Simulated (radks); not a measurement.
Ba6+, configuration [Kr] 4d10 5s2 5p2. Method: scalar-relativistic Kohn-Sham, r2SCAN, spin-polarised, spherical densities, finite nucleus; open shells are filled with parallel spins first (spin-orbit coupling, left out, can overturn this in heavy ions); meta-GGA in the generalised Kohn-Sham scheme; Fermi nuclear charge, rms radius 4.8378 fm; computed with a radial shooting solver on a logarithmic mesh with Libxc functionals.

Radial electron density D(r) = 4 pi r^2 rho(r):

```
   r/bohr * D(r) (the largest magnitude, 95.2, reaches the edge; | marks zero)
 0.004074 |            *
  0.00539 |                 *
 0.007075 |                        *
 0.009362 |                               *
  0.01229 |                                      *
  0.01613 |                                         *
  0.02134 |                                         *
  0.02801 |                                     *
  0.03706 |                                    *
  0.04865 |                                          *
  0.06386 |                                                   *
  0.08449 |                                                      *
   0.1109 |                                              *
   0.1467 |                                       *
   0.1926 |                                            *
   0.2528 |                                            *
   0.3345 |                           *
   0.4391 |               *
   0.5809 |                  *
   0.7625 |               *
    1.009 |       *
    1.324 |   *
    1.738 | *
      2.3 |*
    3.019 *
    3.994 *
```

D(r) has 4 maxima, at r = 0.0179, 0.0793, 0.224, 0.629 bohr, and minima at 0.0345, 0.148, 0.461 bohr, inside which lie 1.97, 11.18, 28.91 electrons.
